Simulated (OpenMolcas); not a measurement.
Co3+, Rh3+, Ir3+: d⁶ down the group

```
Program             : OpenMolcas 26.06
Method              : MS-CASPT2, IPEA 0.25 Eh, imaginary shift 0.1 Eh
Basis               : ANO-RCC-VTZP
Scalar Hamiltonian  : DKH2, point nucleus
Spin-orbit coupling : state interaction with AMFI integrals over the reference wave functions, term energies averaged over their components
```

Active space for each ion: 6 electrons in 5 orbitals (d); closed shells correlated by CASPT2: Co3+ 3s 3p; Rh3+ 4s 4p; Ir3+ 5s 5p.

Computed levels in cm-1 above ⁵D₄:

```csv
Level,Co3+,Rh3+,Ir3+
⁵D₃,657,1552,6050
⁵D₂,1111,2430,5630
⁵D₁,1401,3020,9040
⁵D₀,1543,3300,9320
³H₆,23970,18400,19910
³H₅,24280,18670,29920
³P₁(1),24830,22270,35910
³F₃(1),25960,20490,22710
³F₂(1),26200,21130,23600
weight of ⁵D in the lowest level (%),100,98,83
```

Mixed levels, with the weight of the term that names them: Ir3+ ⁵D₂ (64 %), Ir3+ ³H₅ (51 %), Ir3+ ³P₁(1) (70 %), Ir3+ ³F₃(1) (50 %), Ir3+ ³F₂(1) (71 %).

Measured, with the error of the calculation in %. Measured levels: Co3+ from Sugar and Corliss, J. Phys. Chem. Ref. Data 10, 1097 (1981).

```
 Level          Co3+
   ⁵D₃    639 (+2.8)
   ⁵D₂   1078 (+3.1)
   ⁵D₀   1494 (+3.3)
   ³H₆  23680 (+1.2)
   ³H₅  24032 (+1.0)
³P₁(1)  24729 (+0.4)
³F₃(1)  25736 (+0.9)
³F₂(1)  25969 (+0.9)
```

The fine-structure level ⁵D₀ changes by a factor of 6.04 from Co3+ to Ir3+.

Without spin-orbit coupling ³H lies 23640, 17630, 16370 cm-1 above ⁵D in that order; the difference to the level ³H₆, of either sign, comes from spin-orbit coupling, which also lowers the zero.

Term energies are means over components that CASPT2 splits; among the terms shown or strongly mixed into the levels shown the widest spread is 1300 cm-1 (5d⁶ ¹I, Ir3+). The CASPT2 spread within a term exceeds the gap to the next term for 3d⁶ ³P(1) and 3d⁶ ³H, so the order of their levels is uncertain (holds for Co3+). Measured partners are found by configuration, term and J. A level has none where our copy of the source lacks it or the pairing is in doubt (some pairs that miss far off the trend of their configuration count as doubtful), and it then counts in no deviation. Levels of configurations outside the active space are missing.

A number in round brackets counts repeated terms of one configuration in the order of the reference energies.
